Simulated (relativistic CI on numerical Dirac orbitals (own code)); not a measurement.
## Spin-allowed bands of a d3 ion in an octahedral site, by hand

Problem. A d3 ion in an octahedral site has a 4A2 ground term and spin-allowed bands at ν1 = 22200 and ν2 = 28286 cm⁻¹ (from a computed ligand-field model). Find Δ and the Racah parameter B, and predict the third band.

Working.
1. The F term splits into A2 (−1.2Δ), T2 (−0.2Δ) and T1 (+0.6Δ), so ν1 = E(T2) − E(A2) = Δ = 22200 cm⁻¹.
2. T1(F) mixes with T1(P), which lies at 15B, through an element 0.4Δ. The two roots, counted from A2, are ν2,3 = ½(15B + 3Δ) ∓ ½√[(15B − Δ)² + 12BΔ].
3. Solving the lower root for B gives B = (2ν1² + ν2² − 3ν1ν2)/(15ν2 − 27ν1) = -98069804/-175110 = 560 cm⁻¹.
4. The sum of the roots is 15B + 3Δ, so ν3 = 15B + 3ν1 − ν2 = 46715 cm⁻¹ (214 nm).

Check. The bands were computed by exact diagonalisation of the d3 shell with B = 560 and Δ = 22200 cm⁻¹, which gives ν3 = 46714 cm⁻¹. C does not enter the terms of highest spin.
